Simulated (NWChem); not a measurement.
Molecule: CH$_{4}$AlFSe; SMILES [CH3][Al]([F])[SeH]

```xyz
8

Al     0.0162    -0.9519    -0.1042
F      1.5095    -1.6399    -0.3896
C     -1.5580    -2.0797    -0.0248
H     -1.6812    -2.6271    -0.9739
H     -2.4846    -1.5187     0.1687
H     -1.4436    -2.8360     0.7693
Se     0.0770     1.3417     0.1616
H     -1.3802     1.3918     0.3659
```
Atoms are numbered in this order, from 1.

All runs use the structure optimised with PBE0/def2-SVP. B3LYP is NWChem's, with the RPA form of VWN correlation.

Spin-orbit effects, on the heavy nuclei and on their neighbours, are missing.

Problem. Give the principal values of the shielding tensors (ppm) of Al1, F2, C3, Se7 from B3LYP/6-31G* (spherical d), GIAO (NWChem), with their diamagnetic and paramagnetic parts as GIAO splits them.

Solution. 
| atom | σ11 | σ22 | σ33 | isotropic | diamagnetic | paramagnetic |
|---|---|---|---|---|---|---|
| Al1 | 354.4 | 405.0 | 501.7 | 420.4 | 796.5 | -376.1 |
| F2 | 195.0 | 330.3 | 371.6 | 299.0 | 469.3 | -170.3 |
| C3 | 188.0 | 197.2 | 203.4 | 196.2 | 249.8 | -53.6 |
| Se7 | 2114.1 | 2143.8 | 2313.5 | 2190.5 | 2998.9 | -808.5 |
